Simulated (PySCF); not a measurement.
Bond energies at PBE/def2-SVP beside a composite method

PySCF, lowest determinants of a PBE0 search. The composite is CCSD(T) extrapolated to the basis-set limit from two correlation-consistent sets, with core-valence (CV) and scalar-relativistic (SR) terms as its label shows; it has no spin–orbit coupling and nothing beyond (T).

```csv
species,state (unpaired electrons),De PBE (eV),De composite (eV),composite,dissociates to
BeBr,doublet (σ ↑),3.64,3.36,CCSD(T)/CBS(TQ)+CV,Be + Br
PO,doublet (π ↑),6.32,6.16,CCSD(T)/CBS(TQ)+CV+SR,P + O
Cs2,singlet (closed shell),0.48,0.44,CCSD(T)/CBS(DT),Cs + Cs
ZnI,doublet (σ ↑),1.55,1.22,CCSD(T)/CBS(DT),Zn + I
PbI,doublet (π ↑),3.13,2.88,CCSD(T)/CBS(DT),Pb + I
SbI,triplet (π ↑↑),2.53,2.20,CCSD(T)/CBS(DT),Sb + I
PbCl,doublet (π ↑),3.91,3.73,CCSD(T)/CBS(DT),Pb + Cl
InO⁺,triplet (π ↑↑),0.41,0.19,CCSD(T)/CBS(DT),In⁺ + O
```

Question: Does PBE bind more or less than the composite, by how much on average, and where is the difference largest?

Answer: PBE/def2-SVP binds more on average, method and basis taken together: the mean signed difference is +0.22 eV and the mean absolute one 0.22 eV; it is largest for ZnI (+0.33 eV).

The molecules are drawn from runs that passed checks on state, spin purity and fit, so the hardest cases are missing and the errors look smaller than over all diatomics.

Correlated steps freeze the inner cores (5 to 46 orbitals); shallow outer-core shells are correlated. Closed-shell solutions of metal pairs were not tested for spin polarisation, which can lower them a little. Weak bonds: Cs2, InO⁺. Basis-set superposition, not corrected here, can be much of De in a small basis, most of all at correlated wavefunction levels. Functionals without a dispersion term scatter widely for such bonds, and LDA overbinds them. Spin–orbit coupling is left out, which matters for elements this heavy, above all for dissociation energies. For an ion De counts to the pair picked by the measured ionisation energies or electron affinities, which need not be the lowest pair at this level. Where the molecule has an RHF reference, its open-shell atoms are computed with UHF. States were picked by a PBE0 search and need not be the measured ground states.
